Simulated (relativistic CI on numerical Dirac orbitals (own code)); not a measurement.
**Hyperfine structure of Eu V, mass number 151**

Method of calculation: Dirac-Coulomb-Breit CI, orbitals from a KLI potential per configuration, model QED, valence Slater integrals scaled by 0.85, P86 correlation energy added to each configuration (own radial code, finite nucleus).

Configuration list (outside the closed core [Kr] 4d10 5p6): 4f⁵5s², 4f⁴5s²5d, 4f⁴5s²6s, 4f⁴5s²6p, 4f⁴5s²7s, 4f⁷, 4f³5s²6s². Levels of other configurations are missing.

Nuclear spin I = 5/2, μ = 3.4635 μN, Q = 0.903 b (tables of Stone and Pyykkö). The electronic factors are computed for point nuclear moments, without core polarisation; leaving it out makes A of s and p electrons in near-neutral atoms 20 to 40 % too small, and it can dominate for d and f shells.

```csv
Level,E (cm⁻¹),A (MHz),B (MHz)
4f⁵5s² ⁶H°5/2,0.0,1650,-709
4f⁵5s² ⁶H°7/2,1300.4,1142,-604
4f⁵5s² ⁶H°9/2,2795.4,927,-631
4f⁵5s² ⁶H°11/2,4412.7,829.8,-738
4f⁵5s² ⁶H°13/2,6099.1,789.8,-906
4f⁵5s² ⁶F°1/2,7772.3,3255,
4f⁵5s² ⁶H°15/2,7808.8,781.5,-1130
4f⁵5s² ⁶F°3/2,8029.5,1165,-60.8
```

Levels with J = 0, under 50 % of one LS term, or S terms without an open s electron are left out. Small factors come from cancelling terms and can be off by tens of per cent or more.

At this charge configurations can still be misplaced by up to about 7 % of their energy. Levels and lines within the n = 5 or 6 shells can be off by up to 10 % or somewhat more, and those that change n by about 2 %, since core polarisation is missing.

Task: Give the hyperfine levels of 4f⁵5s² ⁶H°5/2 relative to its centre of gravity.

Result: With K = F(F + 1) − I(I + 1) − J(J + 1), E = AK/2 + B[¾K(K + 1) − I(I + 1)J(J + 1)]/[2I(2I − 1)J(2J − 1)]: F = 0: -14930, F = 1: -13110, F = 2: -9537, F = 3: -4332, F = 4: 2310, F = 5: 10130 MHz.

LS names give the leading component of a level, which can be under half, so a name can repeat, a term be missing and a line seem to break the LS rules.
